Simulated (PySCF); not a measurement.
As⁺ (arsenic, charge +1): UHF calculation

Configuration: [Ar] 3d10 4s2 4p2, high-spin 3P determinant. All numbers are calculated (PySCF 2.14, scalar relativity by spin-free X2C-1e, in jorge-DZP-DKH (8s6p2d1f, 43 functions)).

```
Total energy                                                  : -2258.547142 hartree
One-electron energy                                           : -3134.3534 hartree
Hartree (Coulomb) energy                                      : 958.2894 hartree
Exchange energy                                               : -82.4831 hartree
⟨S²⟩                                                          : 2.0008
⟨L²⟩                                                          : 2.002
Sum of ⟨r⟩                                                    : 21.67 bohr
Sum of ⟨r²⟩                                                   : 30.65 bohr²
Traceless quadrupole moment −½Σ⟨3z² − r²⟩ along its main axis : 2.56 e·bohr²
Langevin diamagnetic susceptibility                           : -24.3 ×10⁻⁶ cm³/mol
Time after the integrals                                      : 0.16 s of wall time on 1 thread of Neoverse-V1 (shared host)
```

| shell | electrons | mean orbital energy (hartree) | spread (hartree) | rms radius, mean of both spins (bohr) |
| --- | --- | --- | --- | --- |
| 1s α | 1 | -439.31263 | 0 | 0.0524 |
| 1s β | 1 | -439.30581 | 0 | 0.0524 |
| 2s α | 1 | -58.12879 | 0 | 0.219 |
| 2s β | 1 | -58.12635 | 0 | 0.219 |
| 2p α | 3 | -50.85561 | 0.00272 | 0.196 |
| 2p β | 3 | -50.84880 | 0.00610 | 0.196 |
| 3s α | 1 | -8.64608 | 0 | 0.640 |
| 3s β | 1 | -8.63360 | 0 | 0.640 |
| 3p α | 3 | -6.30772 | 0.00214 | 0.667 |
| 3p β | 3 | -6.29051 | 0.02035 | 0.667 |
| 3d α | 5 | -2.43316 | 0.01169 | 0.745 |
| 3d β | 5 | -2.42416 | 0.02033 | 0.745 |
| 4s α | 1 | -1.11554 | 0 | 2.06 |
| 4s β | 1 | -0.93194 | 0 | 2.06 |
| 4p α | 2 | -0.67281 | 0 | 2.53 |

Densities and radii are taken from the X2C orbitals without a picture-change correction, which distorts them close to the nucleus.
